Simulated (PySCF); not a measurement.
C5H8FNSi2.
Numbering: `[N:1]#[C:2][C:3]1=[CH:4][SiH2:5][C@:6]1([F:7])[CH2:8][SiH3:9]`

Structure used (GFN2-xTB), in Å, numbered top down from 1:
```
atom  x, y, z in Å
N1     2.805    2.484   -0.553
C2     2.289    1.555   -0.120
C3     1.620    0.431    0.383
C4     2.104   -0.706    0.919
Si5    0.407   -1.480    1.249
C6     0.107    0.248    0.387
F7    -0.496    1.191    1.224
C8    -0.539    0.335   -0.979
Si9   -2.430    0.104   -0.909
H10    3.146   -0.949    1.049
H11    0.052   -2.646    0.448
H12   -0.027   -1.534    2.637
H13   -0.080   -0.421   -1.620
H14   -0.308    1.310   -1.419
H15   -3.041    1.168   -0.122
H16   -2.696   -1.203   -0.295
H17   -2.922    0.124   -2.287
```

NICS is the negative of the GIAO shielding at a point without a nucleus: at the ring centre (0) and 1 Å above and below it (1); zz is the component along the ring normal. Level: GIAO PBE0/pcSseg-1 (PySCF, non-relativistic, gas phase) on the GFN2-xTB geometry, one conformer.

Ring bond lengths (Å), with Mayer bond orders in brackets: C3–C4 1.347 (1.72), C4–Si5 1.894 (0.91), Si5–C6 1.954 (0.84), C6–C3 1.524 (0.94).

Problem. Give the NICS values of each ring in ppm.

Solution. 
```csv
ring,type,NICS(0),"NICS(1), two faces","NICS(1)zz, two faces",rms pucker (Å),"centre to ring atoms, mean (Å)"
C3–C4–Si5–C6,"4-membered ring with Si; formal bonds 1 double, 3 single",0.2,-4.3 / -1.7,0.3 / 3.9,0.01,1.18
```

Problem. What do they say, and how far can they be read as aromaticity?

Solution. 
- C3–C4–Si5–C6: mean NICS(1)zz 2.1 ppm, near zero. Si5, C6 have four or more neighbours; no verdict on aromaticity is drawn. The two faces differ by 3.6 ppm, so no symmetry operation interchanges them.

Problem. At the first NICS(1) probe listed for ring C3–C4–Si5–C6, 1 Å off the ring, how large is the induced field along the normal in 9.4 T applied along it?

Solution. NICSzz × B0 = 0.3 ppm × 9.4 T = 3 μT, along the applied field.

Problem. How shielded are the nuclei of the rings and their hydrogens (means over atoms taken as equivalent)?

Solution. 
```
atoms                      environment  σ isotropic (ppm)  principal values of the symmetric part, first atom (ppm)
   C3  fully substituted alkene carbon               35.2                                        -74.9, 48.3, 132.2
   C4                 alkene CH carbon               23.1                                        -95.3, -2.9, 167.5
  Si5                     SiH2 silicon              378.4                                       345.9, 374.5, 414.9
   C6                   sp3 C–F carbon               81.7                                         56.1, 68.4, 120.4
  H10                 vinylic hydrogen              24.34                                          21.4, 24.9, 26.8
  H11                    Si–H hydrogen              26.84                                          23.6, 25.8, 31.1
  H12                    Si–H hydrogen              26.77                                          24.1, 24.7, 31.4
```
